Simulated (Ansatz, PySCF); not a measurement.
Spin gap between two states, R1 and P1; the higher of the two is an excited state, each structure at its B3LYP-D3(BJ)/def2-TZVP stationary point, reached from a drawn start (curvature not checked).
R1, O2S2 (SMILES O=[S][S]=O) (charge 0, multiplicity 1):
```xyz
4

O     -1.27762    -0.38316    -1.13679
S     -1.11465    -0.33429     0.32531
S      0.71863     0.21556     0.94718
O      1.67364     0.50199    -0.13569
```
P1, O2S2 (SMILES O=[S][S]=O) (charge 0, multiplicity 3):
```xyz
4

O     -0.9919    -0.2975    -1.8091
S     -1.0423    -0.3126    -0.3155
S      1.0423     0.3126     0.3155
O      0.9919     0.2975     1.8091
```

```csv
level,spin gap (kcal/mol),minus CCSD(T)/cc-pV(Q+d)Z,cost
HF/cc-pV(T+d)Z,-17.71,-38.98,-
HF/cc-pV(Q+d)Z,-16.10,-37.37,-
SVWN5/def2-TZVPP,26.98,5.71,×0.8
PBE-D3(BJ)/def2-TZVPP,20.17,-1.10,×1
PBE-D4/def2-TZVPP,20.19,-1.08,×1
BLYP/def2-TZVPP,17.13,-4.13,×1
BLYP-D3(BJ)/def2-TZVPP,17.32,-3.94,×1
BLYP-D4/def2-TZVPP,17.38,-3.89,×1
revPBE/def2-TZVPP,18.62,-2.65,×1
revPBE-D4/def2-TZVPP,18.96,-2.30,×1
r2SCAN/def2-TZVPP,17.27,-4.00,×2
r2SCAN-D3(BJ)/def2-TZVPP,17.28,-3.98,×2
r2SCAN-D4/def2-TZVPP,17.29,-3.98,×2
B97M-V/def2-TZVPP,21.23,-0.03,×2
B3LYP/def2-TZVPP,13.23,-8.04,×0.9
B3LYP-D3(BJ)/def2-TZVPP,13.38,-7.88,×0.9
B3LYP-D4/def2-TZVPP,13.40,-7.87,×0.9
PBE0/def2-TZVPP,13.88,-7.39,×0.9
PBE0-D3(BJ)/def2-TZVPP,13.95,-7.32,×0.9
BHLYP/def2-TZVPP,4.94,-16.33,×1
BHLYP-D3(BJ)/def2-TZVPP,5.07,-16.20,×1
BHLYP-D4/def2-TZVPP,5.06,-16.21,×1
M06-2X/def2-TZVPP,12.32,-8.95,-
CAM-B3LYP/def2-TZVPP,9.72,-11.55,×1
CAM-B3LYP-D3(BJ)/def2-TZVPP,9.77,-11.49,×1
CAM-B3LYP-D4/def2-TZVPP,9.80,-11.47,×1
wB97X-V/def2-TZVPP,10.45,-10.81,×2
wB97M-V/def2-TZVPP,13.32,-7.95,×2
B2PLYP/def2-TZVPP,19.65,-1.62,×2
B2PLYP-D3(BJ)/def2-TZVPP,19.72,-1.54,×2
MP2/cc-pV(D+d)Z,29.42,8.16,-
MP2/cc-pV(T+d)Z,35.77,14.51,-
MP2/cc-pV(Q+d)Z,38.72,17.45,-
SCS-MP2/cc-pV(D+d)Z,26.11,4.84,-
SCS-MP2/cc-pV(T+d)Z,32.79,11.52,-
SCS-MP2/cc-pV(Q+d)Z,35.82,14.55,-
CCSD/cc-pV(D+d)Z,3.97,-17.29,-
CCSD/cc-pV(T+d)Z,11.15,-10.11,-
CCSD(T)/cc-pV(D+d)Z,12.08,-9.19,×2
CCSD(T)/cc-pV(Q+d)Z,21.27,0.00,×40*
```

 The comparison column counts from a level with limits of its own.

P less R. No zero-point or thermal terms; singlets are restricted closed shells; open shells are unrestricted. One arrangement of each flexible species, with no search for the lowest.

Frozen-core correlation throughout.

Codes used: Ansatz (Gaussian basis) for Hartree–Fock, density functionals and correlated methods; PySCF for M06-2X and the D3/D4 terms. All values are computed, each at the level named.

Costs are rough ratios of core time to PBE/def2-TZVPP (about 9 s over the structures, on one shared machine); a dash marks a level with no comparable run of its own. A star marks coupled-cluster runs past 200 virtual orbitals, where the program's memory plan changes under this machine's limit, so their costs aren't comparable with smaller runs.

Ansatz is a quantum-chemistry and plane-wave program.
